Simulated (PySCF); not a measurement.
An element was calculated at PBE0 (PySCF 2.14, spin-free X2C, a triple-zeta basis, no spin-orbit coupling), in the ground configurations that NIST lists.

| Quantity | Value |
| --- | --- |
| first ionisation energy | 5.763 eV |
| second ionisation energy | 11.629 eV |
| third ionisation energy | 23.002 eV |

Task: Which element is it?

Result: Dysprosium (Dy, Z = 66), in x2c-TZVPPall. NIST lists 5.939, 11.647 ± 0.02, 22.89 ± 0.03 eV for these ionisation energies.
